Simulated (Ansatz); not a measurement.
Consider the redistribution: `C[N](C)[Ga]([OH])[Cl]` + `[NH2][Ga]([NH2])[Br]` → `[OH][Ga]([Cl])[Br]` + `C[N](C)[Ga]([NH2])[NH2]`.

Computed with Ansatz on PBE0-D4/def2-TZVP structures; ΔE is electronic, products minus reactants. CBS: MP2 limit from def2 TZ/QZ plus the TZ coupled-cluster correction, frozen cores. Functionals use def2-TZVPP. B3LYP here is the variant with VWN-RPA as its local correlation; programs differ in this. For Br, Ga outer-core shells are correlated without core-valence functions, which leaves a few kJ/mol of doubt a bond. Scalar relativity is left out up to krypton. Each species was taken in one conformer, which may not be the lowest.

```csv
level,ΔE (kJ/mol),difference from CCSD(T)/CBS
PBE-D4,28.6,-2.0
r2SCAN-D4,30.3,-0.3
PBE0-D4,30.0,-0.6
B3LYP-D4,29.5,-1.1
ωB97X-V,31.2,0.6
ωB97M-V,30.5,-0.1
B2PLYP,31.1,0.5
PBE,29.3,-1.3
r2SCAN,30.6,0.0
PBE0,30.5,-0.1
B3LYP,30.4,-0.2
HF/def2-TZVPP,33.0,2.4
MP2/def2-TZVPP,31.7,1.1
SCS-MP2/def2-TZVPP,31.5,0.9
CCSD/def2-TZVPP,30.8,0.2
CCSD(T)/def2-TZVPP,30.3,-0.3
HF/def2-QZVPP,32.7,2.1
MP2/def2-QZVPP,31.8,1.2
SCS-MP2/def2-QZVPP,31.6,1.0
HF/CBS(def2),32.7,2.1
MP2/CBS(def2),32.0,1.4
CCSD/CBS(def2),31.1,0.5
CCSD(T)/CBS,30.6,0
```

Largest T1 diagnostic among the species: 0.013.
